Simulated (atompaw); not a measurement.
PBE PAW (atompaw) dataset for tellurium, scalar-relativistic all-electron reference.

Input for atompaw 4.2.0.5:

```
Te 52
GGA-PBE scalarrelativistic loggrid 1500 logderivrange -3 5 201
5 5 4 0 0 0
5 1 4
0 0 0
c
c
c
c
v
c
c
c
v
c
c
2
2.20 1.60 2.05 1.65
y
-0.15
n
y
0.85
n
y
0.1
n
bloechl sinc
bessel
PWSCFOUT
UPFDX 0.0125d0 UPFXMIN -7.d0 UPFZMESH 52.d0
END
```

Command:

```bash
atompaw < Te.input > Te.log
```

Resulting log (summary file):

```
Completed calculations for Te (AE)

 Exchange-correlation type: GGA, Perdew-Burke-Ernzerhof

 Radial integration grid is logarithmic
 r0 =   1.6774151E-04 h =   8.7225585E-03   n =      1500 rmax =   8.0000000E+01

 Scalar relativistic calculation

 AEatom converged in  34 iterations
   nz     =  52.00
   delta  =       2.781728838986E-15

 All Electron Orbital energies:
  n  l      occupancy      energy
  1  0      2.0000000E+00 -2.3247109E+03
  2  0      2.0000000E+00 -3.5649339E+02
  3  0      2.0000000E+00 -7.0943618E+01
  4  0      2.0000000E+00 -1.2082281E+01
  5  0      2.0000000E+00 -1.1104622E+00
  2  1      6.0000000E+00 -3.2001236E+02
  3  1      6.0000000E+00 -5.9086363E+01
  4  1      6.0000000E+00 -8.4089131E+00
  5  1      4.0000000E+00 -4.3755969E-01
  3  2      1.0000000E+01 -4.1163048E+01
  4  2      1.0000000E+01 -3.0614359E+00

 Total energy
   Total                    :   -13588.96329560059894

 ---
 Completed calculations for Te (SC)

 Exchange-correlation type: GGA, Perdew-Burke-Ernzerhof

 Radial integration grid is logarithmic
 r0 =   1.6774151E-04 h =   8.7225585E-03   n =      1500 rmax =   8.0000000E+01

 Scalar relativistic calculation

 SCatom converged in   4 iterations
   nz     =  52.00
   delta  =       1.155502643477E-16

 Valence Electron Orbital energies:
  n  l      occupancy      energy
   5  0      2.0000000E+00 -1.1104622E+00
   5  1      4.0000000E+00 -4.3755969E-01

 Total energy
   Total                    :   -13588.96329560156482
   Valence                  :     -362.37108569393689

 PAW parameters:
       lmax =            2
         rc =    2.2188335014053435
        irc =         1089
   rc_shape =    1.6067574612453746
    rc_vloc =    2.0512972705125461
    rc_core =    1.6638130102330786
   Vloc: truncated form - Vps(r)=A.sin(qr)/r for r<rc
   Projector type: Bloechl + Gram-Schmidt ortho.
   Sinc^2 compensation charge shape zeroed at   1.6068E+00

 Number of basis functions     5
 No.   n  nodes  l      Energy         Cp coeff         Occ
  1    5    4    0   -0.1110462E+01 -0.5153567E+01  0.2000000E+01
  2  999    5    0   -0.1500000E+00  0.8403219E+01  0.0000000E+00
  3    5    3    1   -0.4375597E+00 -0.5514081E+01  0.4000000E+01
  4  999    4    1    0.8500000E+00  0.1580158E+02  0.0000000E+00
  5  999    2    2    0.1000000E+00 -0.1810051E+02  0.0000000E+00

 Eigenvalues of overlap operator (in the basis of projectors):
    1        2.83579602E-03
    2        1.11300014E-02
    3        9.36902429E-01
    4        3.30614740E+00
    5        2.02312095E+01

 Orbital leakage outside PAW augmentation regions
   orb  is_core?  %out_of_sphere
   1 0    T           0.00
   2 0    T           0.00
   3 0    T           0.00
   4 0    T           0.01
   5 0    F          37.77
   2 1    T           0.00
   3 1    T           0.00
   4 1    T           0.05
   5 1    F          63.03
   3 2    T           0.00
   4 2    T           0.90

 Summary of PAW energies
   Total valence energy     :   -362.37110030008120
   Smooth energy            :     34.97102398183932
   One center               :   -397.34212428192052
   Smooth kinetic           :      4.58043153502343
   Vloc energy              :      4.43441240953588
   Smooth exch-corr         :    -12.02626393454053
   One-center xc            :   -339.00561190457250
```

Note: ghost state, extra bound levels that the all-electron valence spectrum of the same l lacks: s at -11.9 eV. A true bound ghost makes a file unfit for plane-wave use.

The run took about 6.6 s on one core of a shared server CPU.
